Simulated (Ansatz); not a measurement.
Consider the ligand exchange at the Si–N bond: `[SiH3][NH][AlH][SeH]` + `N=C(F)F` → `FC(F)=N[SiH3]` + `[NH2][AlH][SeH]`.

Gas-phase electronic energies from Ansatz, PBE0-D4/def2-TZVP geometries. CBS: MP2 limit from def2 TZ/QZ plus the TZ coupled-cluster correction, frozen cores. Functionals use def2-TZVPP. For Se outer-core shells are correlated without core-valence functions, which leaves a few kJ/mol of doubt a bond. Scalar relativity is left out up to krypton. Each species was taken in one conformer, which may not be the lowest.

`[SiH3][NH][AlH][SeH]`:

Z-matrix (Å, degrees):
```
Si
N 1 1.726
H 1 1.489 2 112.2
H 1 1.486 2 107.2 3 -119.6
H 1 1.489 2 112.2 3 120.9
Al 2 1.779 1 129.6 3 119.0
H 2 1.012 1 114.8 3 -60.8
Se 6 2.316 2 117.7 1 0.3
H 6 1.577 2 120.3 1 -179.7
H 8 1.470 6 90.1 2 -179.9
```

`N=C(F)F`:

Z-matrix (Å, degrees):
```
C
N 1 1.236
F 1 1.320 2 128.2
F 1 1.304 2 123.4 3 180.0
H 2 1.014 1 111.7 3 0.0
```

`FC(F)=N[SiH3]`:

Z-matrix (Å, degrees):
```
Si
N 1 1.734
H 1 1.486 2 113.0
H 1 1.481 2 107.1 3 121.0
H 1 1.482 2 107.1 3 -121.0
C 2 1.224 1 131.4 3 0.1
F 6 1.323 2 128.3 1 -0.0
F 6 1.312 2 124.7 1 -180.0
```

`[NH2][AlH][SeH]`:

```xyz
7

N    -1.365   -0.336    0.468
Al    0.247    0.310    0.167
Se    1.489   -0.659   -1.540
H    -1.800   -1.091   -0.035
H    -1.984    0.010    1.184
H     0.812    1.501    1.033
H     2.600    0.265   -1.277
```

| level | ΔE (kJ/mol) | difference from CCSD(T)/CBS |
| --- | --- | --- |
| r2SCAN-D4 | 2.1 | -4.0 |
| PBE0-D4 | 4.7 | -1.4 |
| PBE | 0.0 | -6.1 |
| r2SCAN | 1.3 | -4.8 |
| SCS-MP2/def2-TZVPP | 5.0 | -1.1 |
| CCSD/def2-TZVPP | 7.0 | 0.9 |
| CCSD(T)/def2-TZVPP | 7.7 | 1.6 |
| HF/CBS(def2) | -0.1 | -6.2 |
| MP2/CBS(def2) | 3.5 | -2.6 |
| CCSD/CBS(def2) | 5.4 | -0.7 |
| CCSD(T)/CBS | 6.1 | 0 |

Largest T1 diagnostic among the species: 0.013.

In def2-TZVPP, CCSD(T) changes the Hartree–Fock value by +7.8 kJ/mol (the triples alone add +0.7 kJ/mol) and MP2 by +5.1 kJ/mol. The D4 term adds +5.4 kJ/mol with B3LYP and +3.0 kJ/mol with PBE0; it sums over pairs of atoms, weighted by their polarisabilities, and B3LYP, whose exchange is more repulsive, gets the larger term.

B3LYP here is the variant with VWN-RPA as its local correlation; programs differ in this.
